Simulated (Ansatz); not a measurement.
BH3Se (SMILES B[SeH]) moved off its minimum; all values from Ansatz (an electronic-structure program), cores frozen in correlated methods.
(charge 0, multiplicity 1)
```xyz
5

B      0.46137    -0.04149    -1.55997
H     -0.27721    -0.53902    -2.18421
H      1.51342     0.49608    -1.86319
Se    -0.14831    -0.01228     0.30909
H      0.99841     0.73482     0.88444
```

Forces at PBE/def2-TZVPP (eV/Å):

```
atom      Fx      Fy      Fz
----  ------  ------  ------
B1     2.184   1.825   2.864
H2    -2.019  -1.513  -2.179
H3    -0.531  -0.338   0.050
Se4    0.387   0.054  -0.722
H5    -0.020  -0.027  -0.013
```

Problem. Give the forces (eV/Å), the total energy and the dipole at CCSD(T)/aug-cc-pVTZ.

Solution. 
| atom | Fx | Fy | Fz |
|---|---|---|---|
| B1 | 2.203 | 1.835 | 2.755 |
| H2 | -1.875 | -1.440 | -2.163 |
| H3 | -0.688 | -0.428 | 0.065 |
| Se4 | 0.555 | 0.177 | -0.546 |
| H5 | -0.195 | -0.144 | -0.111 |
Energy -2426.6388 hartree, dipole 0.47 D.
